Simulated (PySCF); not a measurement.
**Polarisability and C₆ of Al²⁺ (aluminium, charge +2)**

[Ne] 3s1, 2S determinant. All numbers are calculated (PySCF 2.14, the non-relativistic Hamiltonian (point nucleus), in dyall-av3z (19s12p3d2f, 84 functions)). Coupled (time-dependent) response in atomic units; α is the mean over directions.

```tsv
method	mean α (bohr³)	C₆ (like pair)	S(−4)
UHF	15.38	43.27	266.7
PBE	13.61	35.88	211.8
PBE0	14.14	37.99	227.9
MN15	16.19	45.13	318.7
r2SCAN0	14.16	38.78	220.2
```

S(−4) is the Cauchy moment in α(ω) = α(0) + S(−4) ω² + …

α(iu) at r2SCAN0:

| u (hartree) | α(iu) (bohr³) |
| --- | --- |
| 0 | 14.16 |
| 0.0500 | 13.63 |
| 0.100 | 12.25 |
| 0.200 | 8.757 |
| 0.300 | 5.968 |
| 0.500 | 3.016 |
| 0.750 | 1.592 |
| 1.00 | 0.9957 |
| 1.50 | 0.5213 |
| 2.00 | 0.3369 |
| 3.00 | 0.1866 |
| 5.00 | 0.08769 |

A single London oscillator, α(iu) = α/(1 + u²/ω²), gives C₆ = (3/4) ω α². Matching the computed C₆ needs ω = 4 × 38.78 / (3 × 14.16²) = 0.258 hartree.

For an ion, C₆ is the dispersion term alone; charge-induced terms of lower order in 1/R come first.
